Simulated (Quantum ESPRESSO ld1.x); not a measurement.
Question: Species: Nd4+. Configuration: [Xe] 4f2. All-electron calculation, scalar-relativistic Kohn-Sham, HCTH/120, spin-unpolarised, spherical densities, point nucleus. Program: ld1.x of Quantum ESPRESSO 7.5. Some entries of the table are withheld. Estimate them.

| orbital | occ. | eigenvalue (eV) | <r^2> (bohr^2) | <r> (bohr) |
|---|---|---|---|---|
| 1s | 2 | -43443.2 | 0.0007604 | 0.02364 |
| 2s | 2 | -7080.17 | 0.01204 | 0.1010 |
| 2p | 6 | -6337.31 | (1) | 0.08879 |
| 3s | 2 | -1580.79 | 0.08097 | 0.2662 |
| 3p | 6 | -1346.40 | 0.08097 | 0.2643 |
| 3d | 10 | -1021.49 | (2) | 0.2414 |
| 4s | 2 | -356.662 | 0.4115 | 0.6041 |
| 4p | 6 | -279.366 | 0.4627 | 0.6382 |
| 4d | 10 | -169.320 | 0.5597 | 0.6954 |
| 5s | 2 | -83.5647 | 2.170 | 1.393 |
| 5p | 6 | -62.9903 | 2.772 | 1.571 |
| 4f | 2 | -50.9146 | 0.9873 | 0.8904 |

Answer: 
(1) 2p <r^2> (bohr^2): 0.009623
(2) 3d <r^2> (bohr^2): 0.06861
